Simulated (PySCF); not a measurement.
# Tc (technetium, neutral) across methods

[Kr] 4d6 5s1, high-spin 6D determinant (an excited configuration). Calculation: PySCF 2.14, in x2c-QZVPPall (13s8p7d4f2g, 118 functions); the spin-free X2C one-electron Hamiltonian (Gaussian nucleus).

| method | E (hartree) | mean ε 4d α (eV) | mean ε 5s α (eV) | mean ε 4d β (eV) | Σ⟨r²⟩ (bohr²) | ⟨S²⟩ |
| --- | --- | --- | --- | --- | --- | --- |
| PBE0 | -4285.01 | -6.765 | -5.241 | -4.143 | 53.72 | 8.752 |
| PBE | -4284.94 | -5.358 | -4.670 | -2.975 | 54.16 | 8.752 |
| r2SCAN | -4285.33 | -5.650 | -4.918 | -2.979 | 53.44 | 8.753 |
| UHF | -4283.07307 | -10.548 | -6.488 | -6.907 | 54.31 | 8.755 |
| LDA | -4280.44 | -5.476 | -4.890 | -3.074 | 54.00 | 8.752 |
